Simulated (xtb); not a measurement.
A geometry relaxed with GFN2-xTB in xtb, charge 0, multiplicity 1:

```xyz
11

H      0.8393     0.8940     1.5060
N     -1.3551     0.2205    -0.7551
H      2.0375    -0.3494     1.0742
C     -0.9731    -0.7755     0.0794
N      0.1008    -0.8863     0.7393
H      1.6382     0.2374    -1.1116
O      1.3129     0.8545    -0.4467
H     -0.7557     1.0262    -0.8464
H     -1.6757    -1.5985     0.1638
H     -2.2723     0.2421    -1.1599
C      1.1031     0.1351     0.7570
```

Q: Write the SMILES of this molecule.

A: `N/C=N\CO`
